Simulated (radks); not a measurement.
Coulomb parameter of the 5d shell of the osmium ion Os2+ in the model configuration [Xe] 4f14 5d5 6s1, as a second difference U = [E(n + 0.5) + E(n - 0.5) - 2 E(n)] / (0.5)^2 with all orbitals relaxed. "Bare": the charge of the atom changes with n. "Screened": the 6s shell takes up the change at fixed total charge, which measures U(5d,5d) + U(6s,6s) - 2 U(5d,6s). Calculated with a radial shooting solver on a logarithmic mesh with Libxc functionals: scalar-relativistic Kohn-Sham, PBE, spin-unpolarised, spherical densities, finite nucleus; Fermi nuclear charge, rms radius 5.4126 fm.

\begin{tabular}{lrr}
case & configuration & E - E(n) (eV) \\ \hline
start & [Xe] 4f14 5d5 6s1 & 0.000 \\
bare +0.5 & [Xe] 4f14 5d5.5 6s1 & -11.171 \\
bare -0.5 & [Xe] 4f14 5d4.5 6s1 & 14.113 \\
screened +0.5 & [Xe] 4f14 5d5.5 6s0.5 & -1.461 \\
screened -0.5 & [Xe] 4f14 5d4.5 6s1.5 & 1.734 \\
\end{tabular}

U(bare) = 11.770 eV, U(screened by 6s) = 1.092 eV, against the Slater integral F0(5d,5d) = 14.915 eV with frozen orbitals.
